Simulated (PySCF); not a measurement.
Correlation energy of Au³⁺ (gold, charge +3)

[Xe] 4f14 5d8, high-spin 3F determinant. Calculation: PySCF 2.14, in aug-cc-pVDZ-PP with ECP60MDF (5s5p4d2f, 54 functions); a scalar-relativistic core potential. Frozen: 5s2 5p6; 8 electrons correlated.

| level | correlation energy (mhartree) |
| --- | --- |
| CCSD | -153.21 |
| (T) | -1.77 |
| CCSD(T) | -154.98 |

Diagnostics: T1 = 0.0031, D1 = 0.0049, largest double amplitude 0.025.

Spin-orbit coupling, absent here, splits the open shell strongly.

Cost of the coupled-cluster step: roughly 2.5 core-seconds, for 8 correlated electrons.

Iterations:

```
CC2 = 0
CCSD nocc = (np.int64(5), np.int64(3)), nmo = (50, 50)
frozen orbitals [[0, 1, 2, 3], [0, 1, 2, 3]]
max_cycle = 100
direct = 0
conv_tol = 1e-08
conv_tol_normt = 1e-06
diis_space = 8
diis_start_cycle = 0
Init t2, MP2 energy = -0.149915281691302
Init E_corr(UCCSD) = -0.149915281691516
cycle = 1  E_corr(UCCSD) = -0.151970553336304  dE = -0.00205527164  norm(t1,t2) = 0.0191723
cycle = 2  E_corr(UCCSD) = -0.152768246575636  dE = -0.000797693239  norm(t1,t2) = 0.00764802
cycle = 3  E_corr(UCCSD) = -0.153214680802515  dE = -0.000446434227  norm(t1,t2) = 0.00440407
cycle = 4  E_corr(UCCSD) = -0.153216899417775  dE = -2.21861526e-06  norm(t1,t2) = 0.00117864
cycle = 5  E_corr(UCCSD) = -0.15321022139613  dE = 6.67802165e-06  norm(t1,t2) = 0.000251308
cycle = 6  E_corr(UCCSD) = -0.153213559505503  dE = -3.33810937e-06  norm(t1,t2) = 6.73606e-05
cycle = 7  E_corr(UCCSD) = -0.153213377305898  dE = 1.82199606e-07  norm(t1,t2) = 8.78592e-06
cycle = 8  E_corr(UCCSD) = -0.153213364558486  dE = 1.27474115e-08  norm(t1,t2) = 1.43107e-06
cycle = 9  E_corr(UCCSD) = -0.153213368524968  dE = -3.96648217e-09  norm(t1,t2) = 3.15267e-07
UCCSD converged
E(UCCSD) = -132.8194940948272  E_corr = -0.1532133685249684
UCCSD(T) correction = -0.0017729629792453
```
